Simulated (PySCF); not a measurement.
**PySCF run on NbO2⁻**

The script input.py:

```python
from pyscf import gto, dft

mol = gto.M(
    atom='Nb 0 -0.2298 0; O 0 0.665 1.5175; O 0 0.665 -1.5175',
    basis='sbkjc',
    ecp={'Nb': 'sbkjc', 'O': 'sbkjc'},
    charge=-1,
    spin=0,
    symmetry=True,
    verbose=4,
)
mf = dft.RKS(mol, xc='lda,vwn')
mf.kernel()
mf.dip_moment()
print('orbital energies (hartree):', mf.mo_energy[..., max(0, mol.nelec[1]-3):mol.nelec[0]+3].round(4))
```

```bash
$ OMP_NUM_THREADS=1 python input.py
```

It prints (some set-up lines and the per-cycle HOMO/LUMO lines with their warnings removed):

```
PySCF version 2.14.0

[INPUT] verbose = 4
[INPUT] num. atoms = 3
[INPUT] num. electrons = 26
[INPUT] charge = -1
[INPUT] spin (= nelec alpha-beta = 2S) = 0
[INPUT] symmetry True subgroup None
[INPUT] Mole.unit = angstrom
[INPUT] Symbol           X                Y                Z      unit          X                Y                Z       unit  Magmom
[INPUT]  1 Nb     0.000000000000  -0.229800000000   0.000000000000 AA    0.000000000000  -0.434259063425   0.000000000000 Bohr   0.0
[INPUT]  2 O      0.000000000000   0.665000000000   1.517500000000 AA    0.000000000000   1.256667872836   2.867659394027 Bohr   0.0
[INPUT]  3 O      0.000000000000   0.665000000000  -1.517500000000 AA    0.000000000000   1.256667872836  -2.867659394027 Bohr   0.0

nuclear repulsion = 53.1368357691908
point group symmetry = C2v
symmetry origin: [0.         0.04038709 0.        ]
symmetry axis x: [-1. -0. -0.]
symmetry axis y: [0. 0. 1.]
symmetry axis z: [0. 1. 0.]
num. orbitals of irrep A1 = 20
num. orbitals of irrep A2 = 5
num. orbitals of irrep B1 = 9
num. orbitals of irrep B2 = 13
number of shells = 19
number of NR pGTOs = 89
number of NR cGTOs = 47
basis = sbkjc
ecp = {'Nb': 'sbkjc', 'O': 'sbkjc'}

******** <class 'pyscf.dft.rks_symm.SymAdaptedRKS'> ********
method = SymAdaptedRKS
initial guess = minao
damping factor = 0
level_shift factor = 0
DIIS = <class 'pyscf.scf.diis.CDIIS'>
diis_start_cycle = 1
diis_space = 8
diis_damp = 0
SCF conv_tol = 1e-09
SCF conv_tol_grad = None
SCF max_cycles = 50
direct_scf = True
direct_scf_tol = 1e-13
XC library pyscf.dft.libxc version 7.0.0
    S. Lehtola, C. Steigemann, M. J.T. Oliveira, and M. A.L. Marques.,  SoftwareX 7, 1–5 (2018)
XC functionals = lda,vwn
    P. A. M. Dirac.,  Math. Proc. Cambridge Philos. Soc. 26, 376 (1930)
    F. Bloch.,  Z. Phys. 57, 545 (1929)
    S. H. Vosko, L. Wilk, and M. Nusair.,  Can. J. Phys. 58, 1200 (1980)
radial grids:
    Treutler-Ahlrichs [JCP 102, 346 (1995); DOI:10.1063/1.469408] (M4) radial grids

becke partition: Becke, JCP 88, 2547 (1988); DOI:10.1063/1.454033
pruning grids: <function nwchem_prune>
grids dens level: 3
symmetrized grids: True
atomic radii adjust function: <function treutler_atomic_radii_adjust>
small_rho_cutoff = 0
Freeze 0 electrons in irreps []
    26 free electrons in irreps A1 A2 B1 B2
Set gradient conv threshold to 3.16228e-05
Initial guess from minao.
tot grids = 50608
init E= -80.6159734990094
cycle= 1 E= -82.945312574483  delta_E= -2.33  |g|= 4.37  |ddm|=  7.7
cycle= 2 E= -84.7852382960932  delta_E= -1.84  |g|= 3.48  |ddm|= 7.29
cycle= 3 E= -83.8337489031738  delta_E= 0.951  |g|= 4.52  |ddm|= 5.16
cycle= 4 E= -88.3570872620788  delta_E= -4.52  |g|= 0.871  |ddm|= 3.26
cycle= 5 E= -88.5092762573909  delta_E= -0.152  |g|= 0.291  |ddm|= 1.77
cycle= 6 E= -88.5149436988472  delta_E= -0.00567  |g|= 0.33  |ddm|= 1.69
cycle= 7 E= -88.5719041354909  delta_E= -0.057  |g|= 0.0745  |ddm|= 0.85
cycle= 8 E= -88.5702812702032  delta_E= 0.00162  |g|= 0.0665  |ddm|= 0.292
cycle= 9 E= -88.5732249373413  delta_E= -0.00294  |g|= 0.0224  |ddm|= 0.162
cycle= 10 E= -88.5734784403637  delta_E= -0.000254  |g|= 0.00275  |ddm|= 0.0477
cycle= 11 E= -88.5734835366256  delta_E= -5.1e-06  |g|= 0.000602  |ddm|= 0.00853
cycle= 12 E= -88.57348363052  delta_E= -9.39e-08  |g|= 0.000173  |ddm|= 0.0012
cycle= 13 E= -88.5734836478094  delta_E= -1.73e-08  |g|= 3.59e-05  |ddm|= 0.000399
cycle= 14 E= -88.5734836486925  delta_E= -8.83e-10  |g|= 3.32e-06  |ddm|= 0.000111
Extra cycle  E= -88.5734836485974  delta_E= 9.51e-11  |g|= 2e-05  |ddm|= 2.32e-05
converged SCF energy = -88.5734836485974

WARN: System has nonzero charge -1; the dipole moment is origin-dependent.
Location of origin: [0. 0. 0.]

Dipole moment(X, Y, Z, Debye):  0.00000, -0.87731,  0.00000
orbital energies (hartree): [-0.1051 -0.0645  0.0197  0.0417  0.0462  0.1197]
```

In short: E(SCF) = -88.573484 Eh, 14 cycles.

It ran on Arm Neoverse N1 (1 thread, shared host) in 3.2 s, peak memory 0.15 GiB.

The basis has no diffuse functions, which an anion needs. The dipole of an ion depends on the origin.
